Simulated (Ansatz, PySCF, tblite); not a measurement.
Bond stretch in LiNa, singlet.

- RKS-PBE = Ansatz (a quantum-chemistry and plane-wave program) with restricted PBE/def2-SVP
- GFN2-xTB, 300 K electronic temperature (tblite)
- RMP2 = MP2 on RHF/def2-SVP, frozen core in Ansatz
- UHF/3-21G = unrestricted Hartree-Fock/3-21G (PySCF 2.14.0)

Energies are in kJ/mol, each relative to the lowest point of its own curve near equilibrium.

```csv
R / Å,RKS-PBE,GFN2-xTB,RMP2,UHF/3-21G
2.34,32.1,___,41.5,45.6
2.49,16.8,0.0,23.6,29.7
2.62,8.1,___,12.8,19.1
2.76,2.6,4.4,5.3,10.7
2.82,1.2,6.9,3.2,8.0
2.93,0.0,12.6,0.8,4.3
3.04,0.2,19.3,0.0,1.9
3.09,___,22.6,___,1.2
3.28,4.4,___,2.6,0.0
3.34,6.1,40.5,4.0,0.0
3.57,13.8,53.0,11.1,1.1
3.90,27.2,___,24.6,4.2
4.40,48.3,115.6,47.4,8.5
4.89,66.9,151.8,68.4,11.2
5.28,79.5,176.9,82.8,12.4
5.83,93.6,206.1,99.0,13.3
6.32,103.1,225.8,109.1,13.7
7.20,114.2,249.2,118.2,14.2
7.89,119.0,260.0,118.4,14.4
8.81,122.6,—,111.8,14.7
```

Q: Some entries are withheld; supply them.

A: 
- 2.34, GFN2-xTB: 5.2
- 2.62, GFN2-xTB: 0.4
- 3.09, RKS-PBE: 0.7
- 3.09, RMP2: 0.1
- 3.28, GFN2-xTB: 36.1
- 3.90, GFN2-xTB: 75.3

Dashes: no converged value, or the column stops at the first point that the program doubted or that broke a chosen test of continuity, which isn't proof of a fault.

The restricted form behind RKS-PBE, RMP2 keeps the bonding electrons paired and can't separate into open-shell fragments. The T1 diagnostic of CCSD on the restricted reference of RMP2 exceeds 0.045 at 4.40 to 8.81 Å. The unrestricted determinant behind UHF/3-21G is spin-contaminated at 2.34 to 8.81 Å (<S²> up to 1.0, against 0.00 for a pure singlet).
